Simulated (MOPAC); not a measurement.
MOPAC input (AM1):

```
AM1 PRECISE GNORM=0.05 LET XYZ UHF MS=0.5 GEO-OK AUX(PRECISION=9) THREADS=1
FOSi

Si   -0.07963600 1   -0.12208800 1    0.36432600 1
O     1.34571800 1   -0.55284800 1    0.02732200 1
F    -1.07231600 1    0.68133400 1   -0.59101600 1
```

Output:

```
 *******************************************************************************
 **                                                                           **
 **                              MOPAC v23.2.5                                **
 **                                                                           **
 *******************************************************************************
 ** MOPAC's Digital Object Identifier: https://doi.org/10.5281/zenodo.6511958 **
 **                                                                           **
 ** Please cite the open-source release paper for use of this MOPAC version:  **
 ** J. E. Moussa and J. J. P. Stewart (2026)                                  **
 ** MOPAC: An open-source semiempirical molecular orbital program             **
 ** J. Open Source Softw., 11(119), 8025, https://doi.org/10.21105/joss.08025 **
 *******************************************************************************

                              AM1 CALCULATION RESULTS

 *******************************************************************************
 *  AM1        - The AM1 Hamiltonian to be used
 *  GEO-OK     - OVERRIDE INTERATOMIC DISTANCE AND OTHER SAFETY CHECKS
 *  UHF        - UNRESTRICTED HARTREE-FOCK CALCULATION
 *  MS=        - IN MECI, MAGNETIC COMPONENT OF SPIN =  0.5
 *  LET        - OVERRIDE SOME SAFETY CHECKS
 *  PRECISE    - TIGHTER CRITERIA TO BE USED
 *  XYZ        - CARTESIAN COORDINATE SYSTEM TO BE USED
 *  GNORM      - EXIT WHEN GRADIENT NORM DROPS BELOW 0.050
 *  AUX        - OUTPUT AUXILIARY INFORMATION
 *******************************************************************************
AM1 PRECISE GNORM=0.05 LET XYZ UHF MS=0.5 GEO-OK AUX(PRECISION=9) THREADS=1
 FOSi

   ATOM   CHEMICAL          X               Y               Z
  NUMBER   SYMBOL      (ANGSTROMS)     (ANGSTROMS)     (ANGSTROMS)

     1      Si         -0.07963600  *  -0.12208800  *   0.36432600  *
     2       O          1.34571800  *  -0.55284800  *   0.02732200  *
     3       F         -1.07231600  *   0.68133400  *  -0.59101600  *

          CARTESIAN COORDINATES

    NO.       ATOM           X           Y           Z

     1        Si         -0.0796     -0.1221      0.3643
     2         O          1.3457     -0.5528      0.0273
     3         F         -1.0723      0.6813     -0.5910

  O: (AM1): M.J.S. DEWAR ET AL, J. AM. CHEM. SOC. 107 3902-3909 (1985)
  F: (AM1): M.J.S. DEWAR AND E. G. ZOEBISCH, THEOCHEM, 180, 1 (1988).
 Si: (AM1): M.J.S.DEWAR, C. JIE, ORGANOMETALLICS, 6, 1486-1490 (1987).

           Empirical Formula: O Si F  =     3 atoms

      MOLECULAR POINT GROUP   :   Cs

          UHF CALCULATION, NO. OF ALPHA ELECTRONS =    9
                           NO. OF BETA  ELECTRONS =    8

          Geometry optimization using EF

          DIAGONAL MATRIX USED AS START HESSIAN

 CYCLE:     1  GRAD.:   105.172 HEAT: -105.0687
 CYCLE:     2  GRAD.:   263.128 HEAT: -84.76532
 CYCLE:     3  GRAD.:   220.240 HEAT: -82.73560
 CYCLE:     4  GRAD.:   253.688 HEAT: -98.48525
 CYCLE:     5  GRAD.:   415.603 HEAT: -88.65796
 CYCLE:     6  GRAD.:   101.013 HEAT: -104.0131
 CYCLE:     7  GRAD.:    35.662 HEAT: -106.9947
 CYCLE:     8  GRAD.:     5.645 HEAT: -107.1955
 CYCLE:     9  GRAD.:     3.281 HEAT: -107.1994
 CYCLE:    10  GRAD.:     0.078 HEAT: -107.2013
 CYCLE:    11  GRAD.:     0.040 HEAT: -107.2013

     GRADIENT =  0.04011 IS LESS THAN CUTOFF =  0.05000

 -------------------------------------------------------------------------------
 AM1 PRECISE GNORM=0.05 LET XYZ UHF MS=0.5 GEO-OK AUX(PRECISION=9) THREADS=1
 FOSi

     GEOMETRY OPTIMISED USING EIGENVECTOR FOLLOWING (EF).
     SCF FIELD WAS ACHIEVED

                              AM1 CALCULATION
                                                       MOPAC v23.2.5 Linux

          FINAL HEAT OF FORMATION =       -107.20131 KCAL/MOL =    -448.53027 KJ/MOL

          COSMO AREA              =         86.78 SQUARE ANGSTROMS
          COSMO VOLUME            =         73.04 CUBIC ANGSTROMS

          GRADIENT NORM           =          0.04011          =       0.02316 PER ATOM
          IONIZATION POTENTIAL    =          9.174999 EV
          ALPHA SOMO LUMO (EV)    =         -9.175 -0.660
          BETA  SOMO LUMO (EV)    =        -11.830 -0.715
          NO. OF ALPHA ELECTRONS  =          9
          NO. OF BETA  ELECTRONS  =          8
          MOLECULAR WEIGHT        =         63.0833         POINT GROUP:  Cs

          MOLECULAR DIMENSIONS (Angstroms)

            Atom       Atom       Distance
            F     3    O     2     2.79713
            O     2   Si     1     0.76103
            F     3    O     2     0.00000

          SCF CALCULATIONS        =         12

   ATOM   CHEMICAL          X               Y               Z
  NUMBER   SYMBOL      (ANGSTROMS)     (ANGSTROMS)     (ANGSTROMS)

     1      Si         -0.10627653  *  -0.12284108  *   0.39143713  *
     2       O          1.36754237  *  -0.55591956  *   0.01383141  *
     3       F         -1.05995280  *   0.68506836  *  -0.61159916  *

                             CARTESIAN COORDINATES

   1   Si       -0.106276533    -0.122841083     0.391437130
   2    O        1.367542366    -0.555919558     0.013831410
   3    F       -1.059952795     0.685068362    -0.611599160

           Empirical Formula: O Si F  =     3 atoms

      MOLECULAR POINT GROUP   :   Cs

          ALPHA EIGENVALUES
 -48.58253 -33.64935 -17.28464 -15.73729 -15.68425 -14.15253 -12.39390 -11.72632
  -9.17500  -0.66035   1.94457   2.68713

           BETA EIGENVALUES
 -48.18707 -33.50727 -16.75288 -15.50913 -15.15483 -13.36994 -12.04552 -11.83003
  -0.71537  -0.27197   2.59178   3.16211

              NET ATOMIC CHARGES AND DIPOLE CONTRIBUTIONS

  ATOM NO.   TYPE          CHARGE      No. of ELECS.   s-Pop       p-Pop
    1         Si           1.089985        2.9100     1.02142     1.88860
    2          O          -0.663090        6.6631     1.92664     4.73645
    3          F          -0.426896        7.4269     1.88041     5.54648
 DIPOLE           X         Y         Z       TOTAL
 POINT-CHG.    -2.739    -0.277     3.259     4.266
 HYBRID         0.226     0.458    -1.297     1.394
 SUM           -2.512     0.181     1.962     3.193

          ATOMIC ORBITAL ELECTRON POPULATIONS

     Atom    s        px        py        pz
    1 Si   1.02142   0.60719   0.55581   0.72560
    2  O   1.92664   1.42942   1.57367   1.73336
    3  F   1.88041   1.86109   1.85202   1.83338

                    (SZ)    =    0.500000
                    (S**2)  =    0.763652

          ATOMIC ORBITAL SPIN POPULATIONS

    Atom   Total    s     px     py     pz
         Atomic
    1 Si  0.8580  0.366  0.130  0.064  0.298
    2  O  0.0490  0.001  0.006 -0.061  0.103
    3  F  0.0930 -0.000 -0.006  0.016  0.083

 **********************
 *                    *
 * JOB ENDED NORMALLY *
 *                    *
 **********************

 == MOPAC DONE ==
```

The geometry given is a B3LYP-D3(BJ)/def2-TZVP minimum.
